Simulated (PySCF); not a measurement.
**Correlation energy of Sr (strontium, neutral)**

[Kr] 5s1 6s1, high-spin 3S determinant (an excited configuration). All numbers are calculated (PySCF 2.14, no relativity, point nucleus, in dyall-av2z). Frozen: [Kr]; 2 electrons correlated; the 50 highest virtual orbitals of each spin left out.

Total MP2 correlation energy: -1.94 mhartree.

Same-spin part -1.94 and opposite-spin part 0.00 mhartree; SCS-MP2 scales them by 1/3 and 6/5 to -0.65 mhartree.
